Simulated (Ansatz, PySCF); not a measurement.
Potential energy curve for SiS, singlet.

- RKS-PBE0 = PySCF 2.14.0 with restricted PBE0/cc-pVDZ
- RKS-PBE = restricted PBE/cc-pVDZ (Ansatz, an electronic-structure program)
- RKS-B3LYP/6-31G* = restricted B3LYP/6-31G*, spherical d (PySCF)
- UKS-PBE0 = unrestricted PBE0/cc-pVDZ (PySCF 2.14.0)

Energies are in kcal/mol, each relative to the lowest point of its own curve near equilibrium.

```json
[
 {"R / Å": "1.46", "RKS-PBE0": "193.8", "RKS-PBE": "199.9", "RKS-B3LYP/6-31G*": "188.4", "UKS-PBE0": "193.8"},
 {"R / Å": "1.55", "RKS-PBE0": "110.3", "RKS-PBE": "115.8", "RKS-B3LYP/6-31G*": "106.9", "UKS-PBE0": "110.3"},
 {"R / Å": "1.65", "RKS-PBE0": "52.4", "RKS-PBE": "56.8", "RKS-B3LYP/6-31G*": "50.6", "UKS-PBE0": "52.4"},
 {"R / Å": "1.74", "RKS-PBE0": "22.1", "RKS-PBE": "25.5", "RKS-B3LYP/6-31G*": "21.3", "UKS-PBE0": "22.1"},
 {"R / Å": "1.83", "RKS-PBE0": "6.2", "RKS-PBE": "8.3", "RKS-B3LYP/6-31G*": "6.0", "UKS-PBE0": "6.2"},
 {"R / Å": "1.86", "RKS-PBE0": "3.3", "RKS-PBE": "5.0", "RKS-B3LYP/6-31G*": "3.2", "UKS-PBE0": "3.3"},
 {"R / Å": "1.93", "RKS-PBE0": "0.0", "RKS-PBE": "0.6", "RKS-B3LYP/6-31G*": "0.0", "UKS-PBE0": "0.0"},
 {"R / Å": "1.98", "RKS-PBE0": "0.1", "RKS-PBE": "0.0", "RKS-B3LYP/6-31G*": "0.1", "UKS-PBE0": "0.1"},
 {"R / Å": "2.07", "RKS-PBE0": "4.2", "RKS-PBE": "2.6", "RKS-B3LYP/6-31G*": "3.9", "UKS-PBE0": "4.2"},
 {"R / Å": "2.14", "RKS-PBE0": "9.7", "RKS-PBE": "7.0", "RKS-B3LYP/6-31G*": "9.1", "UKS-PBE0": "9.7"},
 {"R / Å": "2.24", "RKS-PBE0": "20.1", "RKS-PBE": "15.6", "RKS-B3LYP/6-31G*": "18.8", "UKS-PBE0": "20.1"},
 {"R / Å": "2.42", "RKS-PBE0": "42.3", "RKS-PBE": "34.8", "RKS-B3LYP/6-31G*": "39.6", "UKS-PBE0": "42.3"},
 {"R / Å": "2.61", "RKS-PBE0": "66.9", "RKS-PBE": "56.1", "RKS-B3LYP/6-31G*": "62.3", "UKS-PBE0": "65.3"},
 {"R / Å": "2.88", "RKS-PBE0": "99.2", "RKS-PBE": "84.1", "RKS-B3LYP/6-31G*": "91.9", "UKS-PBE0": "90.5"},
 {"R / Å": "3.19", "RKS-PBE0": "130.0", "RKS-PBE": "110.4", "RKS-B3LYP/6-31G*": "120.1", "UKS-PBE0": "110.0"},
 {"R / Å": "3.46", "RKS-PBE0": "151.1", "RKS-PBE": "128.0", "RKS-B3LYP/6-31G*": "139.5", "UKS-PBE0": "121.0"},
 {"R / Å": "3.86", "RKS-PBE0": "174.4", "RKS-PBE": "146.9", "RKS-B3LYP/6-31G*": "160.8", "UKS-PBE0": "129.6"},
 {"R / Å": "4.20", "RKS-PBE0": "187.9", "RKS-PBE": "157.8", "RKS-B3LYP/6-31G*": "173.6", "UKS-PBE0": "133.3"},
 {"R / Å": "4.69", "RKS-PBE0": "197.2", "RKS-PBE": "167.8", "RKS-B3LYP/6-31G*": "185.5", "UKS-PBE0": "135.9"},
 {"R / Å": "5.26", "RKS-PBE0": "201.9", "RKS-PBE": "174.2", "RKS-B3LYP/6-31G*": "190.8", "UKS-PBE0": "137.1"},
 {"R / Å": "5.76", "RKS-PBE0": "204.1", "RKS-PBE": "177.3", "RKS-B3LYP/6-31G*": "193.0", "UKS-PBE0": "137.4"},
 {"R / Å": "6.78", "RKS-PBE0": "206.2", "RKS-PBE": "179.9", "RKS-B3LYP/6-31G*": "195.1", "UKS-PBE0": "137.6"},
 {"R / Å": "7.81", "RKS-PBE0": "207.0", "RKS-PBE": "180.6", "RKS-B3LYP/6-31G*": "195.9", "UKS-PBE0": "137.6"}
]
```

At the longest distance, 7.81 Å, RKS-PBE0 lies highest above its minimum (207.0 kcal/mol) and UKS-PBE0 lowest (137.6 kcal/mol).

At the longest distance RKS-PBE0 leaves fractional charges on the fragments, a sign of delocalisation error or of the restricted form. The restricted form behind RKS-PBE0, RKS-PBE, RKS-B3LYP/6-31G* keeps the bonding electrons paired and can't separate into open-shell fragments. The unrestricted solution behind UKS-PBE0 changes between 2.61 and 2.88 Å, which can leave a kink. The unrestricted determinant behind UKS-PBE0 is spin-contaminated at 2.61 to 7.81 Å (<S²> up to 2.0, against 0.00 for a pure singlet).
